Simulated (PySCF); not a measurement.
## r2SCAN on Ce³⁴⁺ (cerium, charge +34)

Configuration: [Ar] 3d6, high-spin 5D determinant. All numbers are calculated (PySCF 2.14, the non-relativistic Hamiltonian (point nucleus), in an even-tempered Gaussian basis (17 s from 5.6 bohr⁻², ratio 2.5; 11 p from 7.3 bohr⁻², ratio 2.5; 8 d from 7.3 bohr⁻², ratio 2.5; 4 f from 29 bohr⁻², ratio 2.7; 3 g from 44 bohr⁻², ratio 2.7)).

```json
{"Total energy": "-7797.88 hartree", "One-electron energy": "-9209.53 hartree", "Hartree (Coulomb) energy": "1562.66 hartree", "Exchange-correlation energy": "-151.00 hartree", "Kinetic energy": "7797.19005 hartree", "⟨S²⟩": "6.0002", "⟨L²⟩": "6.001", "Sum of ⟨r⟩": "4.427 bohr", "Sum of ⟨r²⟩": "1.159 bohr²", "Traceless quadrupole moment −½Σ⟨3z² − r²⟩ along its main axis": "0.0179 e·bohr²", "Density at the nucleus (Gaussians lack the cusp)": "137000 bohr⁻³", "Spin density at the nucleus": "-5.27 bohr⁻³"}
```

| shell | electrons | mean orbital energy (eV) | spread (eV) | rms radius, mean of both spins (bohr) |
| --- | --- | --- | --- | --- |
| 1s α | 1 | -39895.0 | 0 | 0.0303 |
| 1s β | 1 | -39894.9 | 0 | 0.0303 |
| 2s α | 1 | -7483.1 | 0 | 0.121 |
| 2s β | 1 | -7461.6 | 0 | 0.121 |
| 2p α | 3 | -7164.7 | 6.671 | 0.104 |
| 2p β | 3 | -7149.4 | 2.241 | 0.104 |
| 3s α | 1 | -2616.6 | 0 | 0.298 |
| 3s β | 1 | -2598.0 | 0 | 0.298 |
| 3p α | 3 | -2485.5 | 7.676 | 0.288 |
| 3p β | 3 | -2464.7 | 2.740 | 0.288 |
| 3d α | 5 | -2257.9 | 11.114 | 0.254 |
| 3d β | 1 | -2238.4 | 0 | 0.254 |

A non-relativistic calculation at this Z misses sizeable relativistic shifts. Spin-orbit coupling is strong in this species (close to jj coupling), so the high-spin LS determinant is a model state, not a physical level.
